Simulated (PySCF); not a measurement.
**Two-photon absorption: SMILES C=Cc1cncs1, C5H5NS**

Molfile (atoms numbered from 1):
```
C5H5NS
     RDKit          3D

 12 12  0  0  0  0  0  0  0  0999 V2000
   -2.2428   -0.9911    0.1747 C   0  0  0  0  0  0  0  0  0  0  0  0
   -1.4332    0.0759    0.1743 C   0  0  0  0  0  0  0  0  0  0  0  0
   -0.0096    0.0854   -0.0987 C   0  0  0  0  0  0  0  0  0  0  0  0
    0.8323    1.1775   -0.1016 C   0  0  0  0  0  0  0  0  0  0  0  0
    2.1395    0.9359   -0.3888 N   0  0  0  0  0  0  0  0  0  0  0  0
    2.3316   -0.3276   -0.6102 C   0  0  0  0  0  0  0  0  0  0  0  0
    0.9227   -1.3240   -0.4843 S   0  0  0  0  0  0  0  0  0  0  0  0
   -1.8705   -1.9966   -0.0439 H   0  0  0  0  0  0  0  0  0  0  0  0
   -3.3074   -0.8902    0.3947 H   0  0  0  0  0  0  0  0  0  0  0  0
   -1.8506    1.0638    0.3989 H   0  0  0  0  0  0  0  0  0  0  0  0
    0.5001    2.1960    0.1112 H   0  0  0  0  0  0  0  0  0  0  0  0
    3.2994   -0.7684   -0.8613 H   0  0  0  0  0  0  0  0  0  0  0  0
  1  2  2  0
  2  3  1  0
  3  4  2  0
  4  5  1  0
  5  6  2  0
  6  7  1  0
  7  3  1  0
  1  8  1  0
  1  9  1  0
  2 10  1  0
  4 11  1  0
  6 12  1  0
M  END
```

The calculation used PySCF 2.14.0, TDDFT CAM-B3LYP/def2-TZVPD excited states, vertical, gas phase. Geometry: PBE0-D3(BJ)/def2-SVP.

(1) How strongly do the lowest singlets absorb one photon, and two photons of half the energy?

## Answers

(1) δ for parallel linear polarisation; σ at the peak of a Lorentzian of half width 0.1 eV, single beam; Ω is circular over linear.
| state | E (eV) | f | photon λ (nm) | δ (au) | σ (GM) | Ω | main |
| --- | --- | --- | --- | --- | --- | --- | --- |
| S1 | 4.71 | 0.329 | 527 | 17.5 | 0.14 | 1.49 | HOMO→LUMO 0.96 |
| S2 | 5.19 | 0.000 | 478 | 0.29 | 0.00 | 1.50 | HOMO−2→LUMO 0.91 |
| S3 | 5.61 | 0.016 | 442 | 27.4 | 0.32 | 1.28 | HOMO−1→LUMO 0.83 |
| S4 | 5.76 | 0.000 | 431 | 9.52 | 0.12 | 1.50 | HOMO→LUMO+1 0.32, HOMO→LUMO+2 0.32 |
| S5 | 6.12 | 0.010 | 405 | 67.8 | 0.93 | 1.50 | HOMO→LUMO+2 0.46, HOMO→LUMO+1 0.33 |
| S6 | 6.46 | 0.001 | 384 | 3.13 | 0.05 | 1.50 | HOMO−1→LUMO+2 0.28, HOMO−1→LUMO+1 0.28 |

Among these, the strongest one-photon state is S1, the strongest two-photon state S5, with a dipole change of 3.9 D (relaxed, norm of the difference vector).
